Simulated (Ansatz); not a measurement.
Compare A (`C[C@H](F)[Si@H](F)Cl`) with its isomer B (`C[SiH2]C(F)(F)Cl`).

Isolated molecules relaxed with PBE0-D4/def2-TZVP in Ansatz; ΔE leaves out vibrations. CBS: MP2 limit from def2 TZ/QZ plus the TZ coupled-cluster correction, frozen cores. Functionals use def2-TZVPP. B3LYP here is the variant with VWN-RPA as its local correlation; programs differ in this. Each species was taken in one conformer, which may not be the lowest.

Problem. Which is lower in electronic energy at CCSD(T)/CBS, and by how much? (Best estimate.)

Solution. The calculation gave: A, by 75.5 kcal/mol.

Problem. Give E(B) − E(A) in kcal/mol with CCSD(T)/def2-TZVPP, B2PLYP, HF/def2-TZVPP, MP2/def2-TZVPP, B3LYP, ωB97M-V, CCSD/def2-TZVPP. (Estimate.)

Solution. Ansatz gave: CCSD(T)/def2-TZVPP 74.0, B2PLYP 74.5, HF/def2-TZVPP 78.8, MP2/def2-TZVPP 76.7, B3LYP 72.8, ωB97M-V 72.7, CCSD/def2-TZVPP 75.5. None reverses the order clearly.

Largest T1 diagnostic: 0.012.

In def2-TZVPP, CCSD(T) changes the Hartree–Fock value by −4.7 kcal/mol (the triples alone add −1.4 kcal/mol) and MP2 by −2.0 kcal/mol. From PBE to PBE0 (25 % exact exchange), in def2-TZVPP and without D4, E(B) − E(A) moves by +3.5 kcal/mol.
